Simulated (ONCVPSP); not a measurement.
## What one change does to a pseudopotential (Sn (Z = 50), ONCV)

ONCVPSP 4.0.1 input, shortened (lines: element, Z, core and valence counts, functional; n l f; lmax; l rc ep ncon nbas qcut; lloc lpopt rc5 dvloc0; l nproj debl; icmod fcfact rcfact), PBE, fully relativistic:

```
  Sn 50.00    6    5        4      upf
    1    0    2.00
    2    0    2.00
    2    1    6.00
    3    0    2.00
    3    1    6.00
    3    2   10.00
    4    0    2.00
    4    1    6.00
    4    2   10.00
    5    0    2.00
    5    1    2.00
    2
    0    1.30    0.00    4    9    7.30
    1    1.30    0.00    4    7   13.00
    2    1.45    0.00    3    8    8.50
    4    5    1.15    0.00
    0    2    3.00
    1    2    2.50
    2    2    0.50
    3    2.50    1.35
```

Open shells are filled in proportion to 2j + 1.

In the d channel the program set the typed energies aside and used -0.934, 0.250 Ha (j = l + 1/2; the other j can differ).

Change: d: rc 1.84.

Cutoffs: the cutoffs (Ha) at which the residual kinetic energy of the hardest occupied pseudo-wave falls to 1 and 0.1 mHa per electron; they do not see the model core or the augmentation charge, which bear on the density cutoff. Errors are all-electron minus pseudo energies relative to the spin-unpolarised reference configuration.

**Question.** Predict the effect on cutoff, ghosts and configuration errors.

**Answer.** The potential gets neither clearly harder nor softer (49 Ha and 114 Ha → 49 Ha and 114 Ha); the p channel sets the loose cutoff, while the largest relative change is in d, which becomes softer; of the 4 tests that both files solve, the error grows in 2 and shrinks in 1 by more than 15 % and 0.3 meV (median size 1.3 → 3.7 meV); neither file shows a bound ghost.

| quantity | base | changed |
| --- | --- | --- |
| cutoff, loose | 49 Ha | 49 Ha |
| cutoff, tight | 114 Ha | 114 Ha |
| loose cutoff by channel | s 25 Ha, p 49 Ha, d 32 Ha | s 25 Ha, p 49 Ha, d 27 Ha |
| bound ghosts | none | none |
| GHOST(+) flags under 300 eV | none | none |
| error for 4s2 4p6 4d10 5s2 5p1, meV [ΔE 6.89 eV] | +0.4 | +0.4 |
| error for 4s2 4p6 4d10 5s2 5p0, meV [ΔE 20.86 eV] | +1.1 | +0.6 |
| error for 4s2 4p6 4d10 5s1 5p0, meV [ΔE 51.83 eV] | -1.5 | -6.8 |
| error for 4s2 4p6 4d9 5s2 5p2, meV [ΔE 32.67 eV] | +24 | +91 |
| s: phases at 1.32 bohr within 0.05 rad from the reference energy up to (Ha; the scan ends near 5) | to the end of the scan | to the end of the scan |
| p3/2: phases at 1.32 bohr within 0.05 rad from the reference energy up to (Ha; the scan ends near 5) | to the end of the scan | to the end of the scan |
| p1/2: phases at 1.32 bohr within 0.05 rad from the reference energy up to (Ha; the scan ends near 5) | to the end of the scan | to the end of the scan |
| rms error of d²Exc/dni dnj with the model core, mHa | 4.33 | 4.35 |
